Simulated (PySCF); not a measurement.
# Shapes and spin states of [TcO2]+

These are results of PBE0 in PySCF with Tc def2-TZVP with ECP28, O def2-TZVP; scalar-relativistic core potentials, no spin–orbit coupling; density-fitted integrals, not measurements.

Relaxations began from a few typed shapes and spin states; open shells are unrestricted. The search is not exhaustive: other isomers or separated fragments can lie lower, and high-lying points may rest on an excited occupation.

```
                                                 spin  group                           bonds                           angles  imaginary modes (cm⁻¹)  ΔE (kJ/mol)  ΔE with ZPE (kJ/mol)
                                              triplet    C2v               Tc–O 1.635 Å (×2)                    O–Tc–O 118.2°                    none          0.0                   0.0
                   broken-symmetry Ms = 0 (⟨S²⟩ 1.01)    C2v               Tc–O 1.635 Å (×2)                    O–Tc–O 118.5°                    none         21.9                  21.8
singlet (closed shell, unstable to spin polarisation)    C2v               Tc–O 1.636 Å (×2)                    O–Tc–O 116.7°                    none         76.4                  76.3
                                              triplet    D∞h               Tc–O 1.689 Å (×2)                    O–Tc–O 180.0°              365i, 365i        157.3                     –
                   broken-symmetry Ms = 1 (⟨S²⟩ 2.90)    C2v  O–O 1.272 Å, Tc–O 1.961 Å (×2)  O–O–Tc 71.1° (×2), O–Tc–O 37.8°                    none        270.2                 268.1
                   broken-symmetry Ms = 1 (⟨S²⟩ 3.58)     Cs       O–O 1.210 Å, Tc–O 1.969 Å                    O–O–Tc 130.7°                    none        297.3                 294.6
singlet (closed shell, unstable to spin polarisation)    C2v  O–O 1.324 Å, Tc–O 1.842 Å (×2)  O–O–Tc 68.9° (×2), O–Tc–O 42.1°                    none        387.9                 386.8
```

The lowest minimum found is the triplet C2v: Tc–O 1.635 Å (×2); O–Tc–O 118.2°.

Formally Tc is in oxidation state +5, d2, with 2 unpaired electrons (the high-spin count). The Mulliken spin on Tc is 1.70. The polar-tensor charge on Tc, 1.97, is far below the formal one.

For the lowest minimum: with open d or f shells other occupations or spin states may lie lower.

The electron or spin density has lower symmetry than the nuclear frame for the broken-symmetry Ms = 0 (⟨S²⟩ 1.01) C2v at 21.9 kJ/mol.
